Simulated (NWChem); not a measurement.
System: C$_{4}$H$_{4}$F$_{2}$; SMILES CC=C=C(F)F

Parts of the log:

```
             Northwest Computational Chemistry Package (NWChem) 7.3.0
             --------------------------------------------------------

 CS  symmetry detected

                             Geometry "geometry" -> ""
                             -------------------------

 Output coordinates in angstroms (scale by  1.889725989 to convert to a.u.)

  No.       Tag          Charge          X              Y              Z
 ---- ---------------- ---------- -------------- -------------- --------------
    1 C                    6.0000     0.47300779     2.65191114     0.00000000
    2 C                    6.0000    -0.54703367     1.55756124     0.00000000
    3 C                    6.0000    -0.29481508     0.27019448     0.00000000
    4 C                    6.0000    -0.04037544    -1.00943115     0.00000000
    5 F                    9.0000     0.10427693    -1.75277562     1.07851900
    6 F                    9.0000     0.10427693    -1.75277562    -1.07851900
    7 H                    1.0000     0.34077204     3.29701944     0.88406300
    8 H                    1.0000     1.49728924     2.25670362     0.00000000
    9 H                    1.0000     0.34077204     3.29701944    -0.88406300
   10 H                    1.0000    -1.60051970     1.87780431     0.00000000

 Effective nuclear repulsion energy (a.u.)     213.3626548632

      Symmetry information
      --------------------

 Group name             Cs
 Group number              2
 Group order               2
 No. of unique centers     8

                                 NWChem DFT Module
                                 -----------------

 Summary of "ao basis" -> "ao basis" (spherical)
 ------------------------------------------------------------------------------
       Tag                 Description            Shells   Functions and Types
 ---------------- ------------------------------  ------  ---------------------
 C                          def2-svp                 6       14   3s2p1d
 F                          def2-svp                 6       14   3s2p1d
 H                          def2-svp                 3        5   2s1p

      Symmetry analysis of basis
      --------------------------

        a'         67
        a"         37

            General Information
            -------------------
          SCF calculation type: DFT
          Wavefunction type:  closed shell.
          No. of atoms     :    10
          No. of electrons :    46
           Alpha electrons :    23
            Beta electrons :    23
          Charge           :     0
          Spin multiplicity:     1
          Use of symmetry is: on ; symmetry adaption is: on
          Maximum number of iterations: 150
          AO basis - number of functions:   104
                     number of shells:    48
          Convergence on energy requested:  1.00D-06
          Convergence on density requested:  1.00D-05
          Convergence on gradient requested:  5.00D-04

              XC Information
              --------------
                         B3LYP Method XC Potential
                     Hartree-Fock (Exact) Exchange  0.200
                        Slater Exchange Functional  0.800 local
                    Becke 1988 Exchange Functional  0.720 non-local
              Lee-Yang-Parr Correlation Functional  0.810
                  VWN I RPA Correlation Functional  0.190 local

             Grid Information
             ----------------
          Grid used for XC integration:  medium
          Radial quadrature: Mura-Knowles
          Angular quadrature: Lebedev.
          Tag              B.-S. Rad. Rad. Pts. Rad. Cut. Ang. Pts.
          ---              ---------- --------- --------- ---------
          C                   0.70       49          11.0       434
          F                   0.50       49          13.0       434
          H                   0.35       45          11.0       434
          Grid pruning is: on
          Number of quadrature shells:   380
          Spatial weights used:  Erf1

      Superposition of Atomic Density Guess
      -------------------------------------

 Sum of atomic energies:        -351.08138089

      Non-variational initial energy
      ------------------------------

 Total energy =    -354.040192
 1-e energy   =    -905.365422
 2-e energy   =     337.962575
 HOMO         =      -0.245701
 LUMO         =      -0.010055

      Symmetry analysis of molecular orbitals - initial
      -------------------------------------------------

  Numbering of irreducible representations:

     1 a'          2 a"

  Orbital symmetries:

     1 a'          2 a"          3 a'          4 a'          5 a'
     6 a'          7 a'          8 a"          9 a'         10 a'
    11 a'         12 a'         13 a"         14 a'         15 a'
    16 a"         17 a'         18 a"         19 a"         20 a'
    21 a'         22 a"         23 a'         24 a"         25 a'
    26 a'         27 a'         28 a'         29 a"         30 a'
    31 a'         32 a'         33 a"

     ---------------------------------------------
      Total Density - Mulliken Population Analysis
     ---------------------------------------------

    Atom       Charge   Shell Charges
 -----------   ------   -------------------------------------------------------
    1 C    6     6.20   1.99  0.96  0.16  2.05  1.02  0.02
    2 C    6     6.14   1.99  0.96  0.30  1.88  0.96  0.05
    3 C    6     6.33   1.99  0.98  0.32  2.11  0.89  0.03
    4 C    6     5.06   1.99  0.83  0.22  1.43  0.47  0.12
    5 F    9     9.35   1.99  1.14  0.76  3.42  2.03  0.01
    6 F    9     9.35   1.99  1.14  0.76  3.42  2.03  0.01
    7 H    1     0.88   0.66  0.20  0.03
    8 H    1     0.90   0.67  0.21  0.02
    9 H    1     0.88   0.66  0.20  0.03
   10 H    1     0.89   0.67  0.20  0.02

   convergence    iter        energy       DeltaE   RMS-Dens  Diis-err
 ---------------- ----- ----------------- --------- --------- ---------
 d= 0,ls=0.0,diis     1   -354.0492009358 -5.67D+02  1.85D-02  1.08D+00
 d= 0,ls=0.0,diis     2   -353.9835330414  6.57D-02  9.25D-03  1.86D+00
 d= 0,ls=0.0,diis     3   -354.1673586413 -1.84D-01  2.36D-03  4.53D-02
 d= 0,ls=0.0,diis     4   -354.1705594904 -3.20D-03  1.08D-03  2.24D-02
 d= 0,ls=0.0,diis     5   -354.1735796394 -3.02D-03  2.32D-04  1.04D-03
  Resetting Diis
 d= 0,ls=0.0,diis     6   -354.1736709946 -9.14D-05  7.41D-05  4.56D-05
 d= 0,ls=0.0,diis     7   -354.1736764808 -5.49D-06  6.35D-05  1.41D-05
 d= 0,ls=0.0,diis     8   -354.1736724722  4.01D-06  4.23D-05  4.68D-05
 d= 0,ls=0.0,diis     9   -354.1736780860 -5.61D-06  2.46D-06  7.94D-08
 d= 0,ls=0.0,diis    10   -354.1736780956 -9.65D-09  7.62D-07  9.65D-09

         Total DFT energy =     -354.173678095608
      One electron energy =     -908.642634548725
           Coulomb energy =      385.153558753383
    Exchange-Corr. energy =      -44.047257163427
 Nuclear repulsion energy =      213.362654863161

 Numeric. integr. density =       46.000001160682

                  Occupations of the irreducible representations
                  ----------------------------------------------

                     irrep           alpha         beta
                     --------     --------     --------
                     a'               16.0         16.0
                     a"                7.0          7.0

                       DFT Final Molecular Orbital Analysis
                       ------------------------------------

 Vector   21  Occ=2.000000D+00  E=-3.897013D-01  Symmetry=a'
              MO Center=  3.8D-01,  2.3D+00,  8.2D-15, r^2= 2.2D+00
   Bfn.  Coefficient  Atom+Function         Bfn.  Coefficient  Atom+Function
  ----- ------------  ---------------      ----- ------------  ---------------
    90      0.349971   8 H  s                 4      0.332107   1 C  px
   100      0.226675  10 H  s                18     -0.212373   2 C  px
     5     -0.205502   1 C  py               91      0.165001   8 H  s
    85     -0.149418   7 H  s                95     -0.149418   9 H  s
    33     -0.130144   3 C  py                7      0.121747   1 C  px

 Vector   22  Occ=2.000000D+00  E=-2.874627D-01  Symmetry=a"
              MO Center= -3.0D-01,  9.5D-01, -7.8D-18, r^2= 2.4D+00
   Bfn.  Coefficient  Atom+Function         Bfn.  Coefficient  Atom+Function
  ----- ------------  ---------------      ----- ------------  ---------------
    34      0.420612   3 C  pz               20      0.372924   2 C  pz
    37      0.257840   3 C  pz               23      0.242395   2 C  pz
    85     -0.138705   7 H  s                95      0.138705   9 H  s
     6     -0.135834   1 C  pz               61      0.121143   5 F  py
    75     -0.121143   6 F  py               86     -0.090506   7 H  s

 Vector   23  Occ=2.000000D+00  E=-2.528517D-01  Symmetry=a'
              MO Center= -1.8D-01, -2.6D-01, -6.3D-16, r^2= 2.4D+00
   Bfn.  Coefficient  Atom+Function         Bfn.  Coefficient  Atom+Function
  ----- ------------  ---------------      ----- ------------  ---------------
    32      0.401088   3 C  px               46      0.381561   4 C  px
    35      0.312876   3 C  px               60      0.228532   5 F  px
    74      0.228532   6 F  px               63     -0.175625   5 F  px
    77     -0.175625   6 F  px               49      0.153795   4 C  px
   100      0.141850  10 H  s                 5      0.112416   1 C  py

 Vector   24  Occ=0.000000D+00  E=-2.451727D-02  Symmetry=a"
              MO Center= -3.4D-01,  7.9D-01, -9.5D-16, r^2= 2.8D+00
   Bfn.  Coefficient  Atom+Function         Bfn.  Coefficient  Atom+Function
  ----- ------------  ---------------      ----- ------------  ---------------
    23      0.572981   2 C  pz               20      0.449601   2 C  pz
    37     -0.450301   3 C  pz               34     -0.385914   3 C  pz
    48     -0.199125   4 C  pz               86     -0.177070   7 H  s
    96      0.177070   9 H  s                51     -0.176125   4 C  pz
    61     -0.142459   5 F  py               75      0.142459   6 F  py

 Vector   25  Occ=0.000000D+00  E= 2.167365D-02  Symmetry=a'
              MO Center= -2.7D-01,  4.4D-01,  1.6D-15, r^2= 4.7D+00
   Bfn.  Coefficient  Atom+Function         Bfn.  Coefficient  Atom+Function
  ----- ------------  ---------------      ----- ------------  ---------------
     3      1.197310   1 C  s               101     -0.679420  10 H  s
    46      0.488013   4 C  px               86     -0.445018   7 H  s
    96     -0.445018   9 H  s                49      0.441373   4 C  px
    21     -0.401119   2 C  px               32     -0.352331   3 C  px
    35     -0.330337   3 C  px               91     -0.315107   8 H  s

 Vector   26  Occ=0.000000D+00  E= 7.692704D-02  Symmetry=a'
              MO Center=  4.6D-01,  2.6D+00,  5.9D-15, r^2= 5.9D+00
   Bfn.  Coefficient  Atom+Function         Bfn.  Coefficient  Atom+Function
  ----- ------------  ---------------      ----- ------------  ---------------
     3      2.497511   1 C  s                86     -1.201220   7 H  s
    96     -1.201220   9 H  s                91     -0.980801   8 H  s
     8      0.413467   1 C  py               35      0.342633   3 C  px
    49     -0.284463   4 C  px               31     -0.250082   3 C  s
    21     -0.230525   2 C  px                7      0.227546   1 C  px

     ---------------------------------------------
      Total Density - Mulliken Population Analysis
     ---------------------------------------------

    Atom       Charge   Shell Charges
 -----------   ------   -------------------------------------------------------
    1 C    6     5.94   1.98  0.91  0.07  2.13  0.81  0.03
    2 C    6     6.20   1.99  0.93  0.33  2.07  0.85  0.04
    3 C    6     5.90   1.99  0.91  0.32  2.10  0.55  0.03
    4 C    6     5.79   1.99  0.90  0.19  2.00  0.58  0.14
    5 F    9     9.16   1.99  1.14  0.76  3.36  1.90  0.01
    6 F    9     9.16   1.99  1.14  0.76  3.36  1.90  0.01
    7 H    1     0.97   0.74  0.20  0.02
    8 H    1     0.97   0.74  0.21  0.02
    9 H    1     0.97   0.74  0.20  0.02
   10 H    1     0.96   0.74  0.19  0.02

     -------------------------------------------
      Total Density - Lowdin Population Analysis
     -------------------------------------------

    Atom       Charge   Shell Charges
 -----------   ------   -------------------------------------------------------
    1 C    6     6.05   1.96  0.58  0.30  1.90  1.23  0.07
    2 C    6     6.00   1.97  0.60  0.30  1.87  1.16  0.10
    3 C    6     6.12   1.97  0.64  0.30  1.93  1.22  0.07
    4 C    6     5.91   1.96  0.59  0.28  1.80  0.99  0.30
    5 F    9     9.03   1.98  1.01  0.73  3.22  2.08  0.01
    6 F    9     9.03   1.98  1.01  0.73  3.22  2.08  0.01
    7 H    1     0.96   0.63  0.26  0.06
    8 H    1     0.97   0.64  0.26  0.06
    9 H    1     0.96   0.63  0.26  0.06
   10 H    1     0.96   0.63  0.26  0.07

     Multipole analysis of the density
     ---------------------------------

     L   x y z        total         alpha         beta         nuclear
     -   - - -        -----         -----         ----         -------
     0   0 0 0     -0.000000    -23.000000    -23.000000     46.000000

     1   1 0 0     -0.069674     -0.034837     -0.034837      0.000000
     1   0 1 0      0.904694      0.452347      0.452347     -0.000000
     1   0 0 1      0.000000      0.000000      0.000000      0.000000

     2   2 0 0    -24.103399    -27.944160    -27.944160     31.784921
     2   1 1 0     -0.188198     -2.792424     -2.792424      5.396650
     2   1 0 1      0.000000      0.000000      0.000000      0.000000
     2   0 2 0    -22.975821   -277.466232   -277.466232    531.956644
     2   0 1 1      0.000000      0.000000      0.000000      0.000000
     2   0 0 2    -26.237276    -53.294528    -53.294528     80.351779
```

Level: B3LYP/def2-SVP. All runs use the structure optimised with PBE0/def2-SVP.

### Question
Reconstruct the input file.

### Answer
Several could match; the one computed here: the input that was run:
```
start job
memory heap 200 mb stack 900 mb global 1100 mb
geometry units angstroms noautoz
  C      0.492452    -2.635356     0.000000
  C     -0.537309    -1.550147     0.000000
  C     -0.296582    -0.260582     0.000000
  C     -0.053565     1.021262     0.000000
  F      0.084452     1.765867     1.078519
  F      0.084452     1.765867    -1.078519
  H      0.365975    -3.281618     0.884063
  H      1.513168    -2.231029     0.000000
  H      0.365975    -3.281618    -0.884063
  H     -1.587897    -1.879773     0.000000
end
basis spherical
  * library def2-svp
end
dft
  xc b3lyp
  iterations 150
  mulliken
end
task dft energy
```
